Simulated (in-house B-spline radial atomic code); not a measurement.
## Si⁺: [Ne] 3s2 (6d5/2)1 (an excited or competing configuration)

All numbers are computed (Dirac-Hartree-Fock, average of the jj configuration; Fermi nucleus of rms radius 3.1224 fm) with a radial B-spline atomic code at the basis-set limit, not measured.

Screening seen three ways: the hydrogenic charge with the same mean radius, Z_r = [3n² - l(l+1)]/(2<r>), the one with the same energy, Z_e = n√(-2ε), and Slater's rules. Values are occupation-weighted means over j.

```csv
shell,electrons,ε (eV),<r> (bohr),Z_r,Z_e,Slater
1s,2,-1897.8,0.111,13.51,11.81,13.70
2s,2,-188.09,0.56,10.72,7.44,9.85
2p,6,-135.46,0.5341,9.36,6.31,9.85
3s,2,-30.614,1.985,6.80,4.50,4.85
6d,1,-1.618,23.68,2.15,2.07,2.00
```

The least bound orbital is 6d5/2 at -1.618 eV, and it is also the most diffuse (<r> = 23.68 bohr).

For the 1s electron the small component carries 0.246 % of the norm, the zero-frequency Breit interaction raises the level by 1.125 eV, self-energy by 0.4789 eV, and vacuum polarisation lowers it by 0.02973 eV.
